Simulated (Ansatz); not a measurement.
**Which method gave which barrier?**

Saddle point of AlN₂H₄Cl, singlet (AlN₂H₄Cl ([NH2][Al]([NH2])[Cl]) → AlNHCl ([NH][Al][Cl]) + NH₃ (still joined by a long Al–N bond); bonds formed: N2–H4; bonds broken: N3–H4; bonds weakened to dative contacts: Al1–N2), PBE0-D4/def2-TZVP structure:

```
8
angstrom
Al -0.7537 0.2711 0.5240
N 0.7741 0.4992 -0.6274
N -0.3796 -1.3799 0.4379
H 0.6287 -0.6684 -0.3864
Cl -1.8797 1.9094 1.1653
H 0.6674 0.7450 -1.6026
H 1.6385 0.8961 -0.2839
H -0.6957 -2.2725 0.7731
```

Program: Ansatz 0.2.0. Basis: def2-TZVPP, with def2-QZVPP for the basis limit. Cores are frozen in the correlated methods. Extrapolation: Hartree–Fock as exp(−7.88 √X), correlation as X^−2.97. Four methods, as single points on the PBE0-D4 structures, gave these electronic barriers from the start structure: 2.256, 2.466, 2.841, 3.267 eV.

**Question.** The methods were, in alphabetical order, BHLYP-D4, HF, PBE-D4, r2SCAN-D4. Which gave which? (Judge from chemistry; the calculation decides.)

**Answer.** The calculation gives: PBE-D4 2.256; r2SCAN-D4 2.466; BHLYP-D4 2.841; HF 3.267 eV. For comparison, CCSD(T) at an estimated basis limit (MP2 extrapolated from triple and quadruple zeta, plus CCSD(T) − MP2 in triple zeta) gives 2.615 eV.

T1 diagnostic: at most 0.018.

Labels in which every atom is bracketed show which atoms are joined, not bond orders.

For scale, one of the runs: CCSD(T)/def2-TZVPP, 202 basis functions, launched by `ansatz run in.yaml --threads 4 --pin off --events-out ev --progress --plain --max-ram 9574MiB`. Hardware: 4 CPU threads of an Arm Neoverse V1, shared host. Wall time 39 s; peak host memory 2.4 GiB.
